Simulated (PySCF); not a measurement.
Precursor series Y F-OH. All species are isolated molecules in the gas phase. One relaxed conformer stands for each flexible species; it need not be the lowest.

All values below come from B3LYP-D3(BJ)/def2-TZVP // TPSS-D3(BJ)/def2-SVP (PySCF). B3LYP has the VWN-RPA correlation part, as in Gaussian. 

```
species                                HOMO–LUMO gap (eV)  mean distance from the central atom to its bonded neighbours (Å)  HOMO (eV)
-------------------------------------  ------------------  ----------------------------------------------------------------  ---------
0 of 3 F replaced by OH ([Y(F)3])                    7.43                                                             2.004     -10.24
1 of 3 F replaced by OH ([Y(F)2(OH)])                 ___                                                             2.015        ___
2 of 3 F replaced by OH ([Y(F)(OH)2])                6.07                                                             2.026      -8.11
3 of 3 F replaced by OH                              5.90                                                               ___      -7.59
```

### Question
What belongs in the gaps?

### Answer

- 1 of 3 F replaced by OH ([Y(F)2(OH)]), HOMO–LUMO gap (eV): 6.10
- 1 of 3 F replaced by OH ([Y(F)2(OH)]), HOMO (eV): -8.50
- 3 of 3 F replaced by OH, mean distance from the central atom to its bonded neighbours (Å): 2.036
